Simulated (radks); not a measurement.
Charge is removed step by step from the 2p (averaged over the sub-levels emptied) level of the tellurium ion Te40+, starting from [Ne] 3s2. Method: Dirac Kohn-Sham, PBE, spin-unpolarised, spherical densities, point nucleus; computed with a radial shooting solver on a logarithmic mesh with Libxc functionals.

removed (e),E - E(0) (eV),eigenvalue (eV),E minus straight line (eV)
0,0.000,-6798.0,0.000
0.25,1706.5,-6853.9,-21.045
0.5,3427.0,-6910.0,-28.085
0.75,5161.5,-6966.3,-21.082
1,6910.1,-7022.6,0.000

Removing the whole electron costs 6910.1 eV by Delta-SCF, against 6798.0 eV from minus the eigenvalue at the starting occupation. Slater's transition state (half an electron removed) gives 6910.0 eV. Integrating minus the eigenvalue over the occupation (Janak's theorem) gives 6910.1 eV. The mean slope of the eigenvalue, de/dn, is 225 eV per electron.
